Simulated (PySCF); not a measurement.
# Core binding energy against partial charge

Compound: C₂H₁₀SSi₃.
Atom-mapped SMILES: `[SiH3:1][S:2][SiH:3]1[CH2:4][SiH2:5][CH2:6]1`

Binding energies: delta-SCF UKS SCAN, pcX-2 on the ionised atom, pcseg-1 elsewhere, spin-free X2C in PySCF. Charges: PBE0/pcSseg-1 ground-state density, for the ionised atom.

```json
{"atom": "Si5", "environment": "SiH2 silicon", "Si 1s (eV)": "1846.37", "Mulliken (e)": "+0.605", "IAO (e)": "+0.747", "Hirshfeld (e)": "+0.332", "ESP (e)": "+0.605"}
{"atom": "Si3", "environment": "SiH silicon", "Si 1s (eV)": "1846.69", "Mulliken (e)": "+0.691", "IAO (e)": "+0.830", "Hirshfeld (e)": "+0.333", "ESP (e)": "+0.558"}
{"atom": "Si1", "environment": "SiH3 silicon", "Si 1s (eV)": "1847.01", "Mulliken (e)": "+0.424", "IAO (e)": "+0.513", "Hirshfeld (e)": "+0.288", "ESP (e)": "+0.295"}
```

Question: How well does each charge scheme correlate with the binding energies over these sites?

Answer: Mulliken: r = -0.67, slope -1.6 eV per e; IAO: r = -0.71, slope -1.4 eV per e; Hirshfeld: r = -0.86, slope -10.7 eV per e; ESP: r = -0.93, slope -1.8 eV per e. On 3 points no scheme stands out.

Question: The point-charge model writes a binding energy as kq + V + constant, with V the potential of the other atoms' charges at the site. What does it give with the Mulliken charges?

Answer: V = Σ 14.40 eV Å × q/r over all other atoms: -6.55 eV at Si5, -7.81 eV at Si3, -3.89 eV at Si1. Fitting binding energy − V to q gives k = 13.1 eV per e and leaves an rms residual of 0.20 eV, against 0.19 eV for the fit on q alone. The model has no term for differences in relaxation between sites.

The structure is a single PBE0-D3(BJ)/def2-SVP conformer in the gas phase; no vibrational or solvent corrections.

Shape of the structure used: `[SiH3:1][S:2][SiH:3]1[CH2:4][SiH2:5][CH2:6]1`: Si1–S2–Si3–C4 54°.
